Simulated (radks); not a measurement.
Q: The mean radii <r> (bohr) of the occupied orbitals of an atom or ion are listed with their occupations. Calculated with a radial shooting solver on a logarithmic mesh with Libxc functionals: non-relativistic Kohn-Sham, PBEsol, spin-unpolarised, spherical densities, point nucleus.

orbital  occ.      <r>
1s          2  0.02489
2s          2   0.1062
2p          6  0.09019
3s          2   0.2761
3p          6   0.2658
3d         10   0.2371
4s          2   0.6262
4p          6   0.6432
4d         10   0.6880
5s          2    1.527
5p          6    1.726
4f          5   0.9809
6s          1    4.164

Name the element and its charge.

A: Z = 61, promethium, charge +1: Pm+ in [Xe] 4f5 6s1. The 1s radius gives Z: for a bare nucleus <r> = 1.5/Z, 0.02459 bohr for Z = 61, and screening makes it slightly larger (0.02489 here). The occupations add up to 60, and the charge is Z minus that.
